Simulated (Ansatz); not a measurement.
C$_{2}$H$_{7}$BrGeO$_{2}$ (SMILES C[O][GeH]([Br])[O]C), singlet, geometry from GFN2-xTB, atoms displaced at random by about 0.08 Å a coordinate; PBE/STO-3G, gradient in Ansatz (a first-principles code).

The Ansatz input:
Ansatz 0.2 input:
```yaml
crystal:
  periodic: [false, false, false]
  atoms:
    - {symbol: Ge, position_ang: [0.24273244, -0.58537619, 0.28358744]}
    - {symbol: Br, position_ang: [-0.25686106, 1.64290343, 0.19985669]}
    - {symbol: O, position_ang: [1.45593348, -1.05943879, -0.76154857]}
    - {symbol: C, position_ang: [2.64906127, -0.69918317, -0.55154692]}
    - {symbol: O, position_ang: [-1.13985588, -1.41606873, -0.49743299]}
    - {symbol: C, position_ang: [-2.43858854, -1.07871326, -0.49244592]}
    - {symbol: H, position_ang: [0.29317487, -0.97770329, 1.76272820]}
    - {symbol: H, position_ang: [3.24824827, -1.28281026, -1.45724423]}
    - {symbol: H, position_ang: [2.87113744, 0.25760236, -0.74822628]}
    - {symbol: H, position_ang: [3.27683650, -1.03212000, 0.21814589]}
    - {symbol: H, position_ang: [-3.12135256, -1.52963298, 0.59707540]}
    - {symbol: H, position_ang: [-2.83819589, -0.11103977, -0.35812641]}
    - {symbol: H, position_ang: [-3.08634290, -1.60276365, -1.12449112]}
basis:
  gaussian:
    orbitals: STO-3G
hamiltonian:
  xc: pbe
output: {forces: true}
```

What the program printed (banner, timings and long lists left out):

```
Functional definition: PBE
756 factors; integrals over basis functions are off by at most 3.7e-5 eV
mean field evaluation 1: about -131135.8764 eV, gradient 3.2e2 eV
mean field evaluation 2: about -131163.1966 eV, gradient 1.4e2 eV
mean field evaluation 4: about -131176.0581 eV, gradient 1.5e2 eV
mean field evaluation 8: about -131314.9841 eV, gradient 3.2e0 eV
mean field evaluation 16: about -131314.9127 eV, gradient 5.8e-4 eV
mean field -131314.91273081 eV, -4825.7340344124 hartree, gradient 1.1e-5 eV, S^2 0.000000; 0 other end points of the search recorded, 0 dependent functions left out
the calculation of the forces begins
reference -131314.91275689 eV, -4825.7340353712 hartree; 51, 51 occupied and 12, 12 virtual orbitals, 756 factors
Total energy: -131314.91275689 eV, -4825.7340353712 hartree
Atom 0 at     0.242732    -0.585376     0.283587 Å, force    -2.291168    -0.763550     1.370162 eV/Å
Atom 1 at    -0.256861     1.642903     0.199857 Å, force     0.102386     0.362488     0.007927 eV/Å
Atom 2 at     1.455933    -1.059439    -0.761549 Å, force   -11.087064    -2.869150    -0.159620 eV/Å
Atom 3 at     2.649061    -0.699183    -0.551547 Å, force     9.952478    -3.755234    -4.507359 eV/Å
Atom 4 at    -1.139856    -1.416069    -0.497433 Å, force     4.588209    -0.836239    -0.645062 eV/Å
Atom 5 at    -2.438589    -1.078713    -0.492446 Å, force    -4.596610    -1.740209     7.014515 eV/Å
Atom 6 at     0.293175    -0.977703     1.762728 Å, force     0.043839     0.350869    -1.489759 eV/Å
Atom 7 at     3.248248    -1.282810    -1.457244 Å, force    -0.593250     1.583205     1.711696 eV/Å
Atom 8 at     2.871137     0.257602    -0.748226 Å, force     1.298677     5.956711    -0.705658 eV/Å
Atom 9 at     3.276836    -1.032120     0.218146 Å, force     0.930755    -0.946927     3.453862 eV/Å
Atom 10 at    -3.121353    -1.529633     0.597075 Å, force     2.376143     0.930529    -2.401090 eV/Å
Atom 11 at    -2.838196    -0.111040    -0.358126 Å, force     0.140061     3.156490    -0.569721 eV/Å
Atom 12 at    -3.086343    -1.602764    -1.124491 Å, force    -0.864457    -1.428984    -3.079893 eV/Å
Dipole moment:     0.275934    -0.113280     0.215789 e Å
```
